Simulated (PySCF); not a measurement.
Computed IR spectrum (relative IR intensity) of a molecule C2H6F2Si. Geometry: PBE0-D3(BJ)/def2-SVP. One conformer was computed; it need not be the lowest. These are PBE0-D3(BJ)/def2-SVP (PySCF) values and carry that method's errors. Frequencies are harmonic and unscaled.

Lines under 2 % of the strongest are left out, and lines within 2 cm⁻¹ are merged.

ν (cm⁻¹): 286 (w), 425 (w), 577 (m), 705 (m), 750 (vw), 865 (w), 903 (s), 933 (vs), 948 (s), 1004 (s), 1110 (m), 1147 (w), 1281 (w), 1340 (vw), 1390 (w), 1450 (w), 1476 (vw), 2250 (s), 2270 (s), 3052 (w), 3056 (w), 3153 (w), 3160 (w) (against the strongest line: vs over 80 %, s over 45 %, m over 15 %, w over 4 %, vw less)

Task: Which molecule gave these data?
(A) C[Si](C)(F)F
(B) FC[SiH2]CF
(C) C[C@@H](F)[SiH2]F
(D) FC(F)C[SiH3]

Result: C, C[C@@H](F)[SiH2]F
